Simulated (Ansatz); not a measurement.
One change: `N=C(N)[Se][SiH3]` becomes `N=C(N)BCl`.

Ansatz, PBE0-D4/def2-TZVP geometries, multiplicity 1. Each molecule was computed in one conformer, which needn't be the lowest.

Scalar relativity is left out up to krypton.

```
                                        property  `N=C(N)[Se][SiH3]`
               LUMO energy (PBE/def2-TZVPP) / eV               -1.29
               HOMO energy (PBE/def2-TZVPP) / eV               -5.81
size of the dipole moment (B3LYP/def2-TZVPP) / D                1.66
             HOMO–LUMO gap (PBE/def2-TZVPP) / eV                4.51
           HOMO–LUMO gap (B3LYP/def2-TZVPP) / eV                6.10
         HOMO–LUMO gap (ωB97M-V/def2-TZVPP) / eV               10.52
```

Q: What does the change do to each property? (An estimate is asked.)

A: The calculation gave: 
| property | `N=C(N)BCl` | shift |
| --- | --- | --- |
| LUMO energy (PBE/def2-TZVPP) / eV | -3.27 | -1.98 |
| HOMO energy (PBE/def2-TZVPP) / eV | -5.89 | -0.08 |
| size of the dipole moment (B3LYP/def2-TZVPP) / D | 2.53 | 0.87 |
| HOMO–LUMO gap (PBE/def2-TZVPP) / eV | 2.62 | -1.89 |
| HOMO–LUMO gap (B3LYP/def2-TZVPP) / eV | 4.33 | -1.77 |
| HOMO–LUMO gap (ωB97M-V/def2-TZVPP) / eV | 9.05 | -1.47 |

With PBE0 the HOMO falls by 0.12 eV and the LUMO falls by 1.93 eV, so the gap narrows by about 1.81 eV. PBE moves the HOMO by -0.08 eV and ωB97M-V by -0.20 eV. Dipoles are sizes alone; their direction can turn.

B3LYP here is the variant with VWN-RPA as its local correlation; programs differ in this.

Spin–orbit coupling is left out; it splits and shifts lone-pair levels of the heavy atoms by tenths of an eV.
